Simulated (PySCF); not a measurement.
**RbPb⁺: frontier orbitals**

r²SCANh at R = 4.125 Å; basis Rb def2-SVP with ECP28, Pb def2-SVP with ECP60; scalar-relativistic core potentials; PySCF 2.14. State: ³Π (triplet), unpaired electrons σ ↑, π ↑. Only the outer orbitals are listed, counted within each symmetry, core potentials removing the inner ones.

```csv
spin,orbital,occ.,ε (eV),on Rb (%),main shells (%)
α,3π,1,-22.29,100,100 Rb p
α,3π,1,-22.28,100,100 Rb p
α,5σ,1,-22.26,100,100 Rb p
α,6σ,1,-16.92,0,100 Pb s
α,7σ,1,-8.42,8,91 Pb p
α,4π,1,-8.00,2,98 Pb p
α,4π,0,-6.93,3,97 Pb p
α,8σ,0,-4.63,95,96 Rb s
α,5π,0,-2.86,98,97 Rb p
β,3π,1,-22.28,100,100 Rb p
β,3π,1,-22.27,100,100 Rb p
β,5σ,1,-22.23,100,100 Rb p
β,6σ,1,-15.45,1,99 Pb s
β,4π,0,-6.01,3,97 Pb p
β,7σ,0,-5.65,25,"74 Pb p, 22 Rb s"
β,4π,0,-5.05,6,94 Pb p
```

Which are the highest filled and the lowest empty level, where do they sit, and how wide is the gap?

Highest filled α 4π at -8.00 eV (in %: 98 Pb p); lowest empty α 4π at -6.93 eV (in %: 97 Pb p); the gap at r²SCANh is 1.07 eV. Both belong to one degenerate shell, split only by its one-sided filling, so this is no excitation gap.

The bond order (Mayer) is 0.19 and the ⟨S²⟩ is 2.005. The charge on Rb (Mulliken, basis-dependent) is 0.90. The charge on Rb (Löwdin, basis-dependent) is 0.70 and the dipole moment (positive dipole points towards Pb; it is taken about the centre of mass and depends on that origin) is -11.64 D.

Spin–orbit coupling is left out, which matters for elements this heavy, above all for dissociation energies. The state is the lowest determinant that a PBE0 search found; another state may lie lower at other levels.
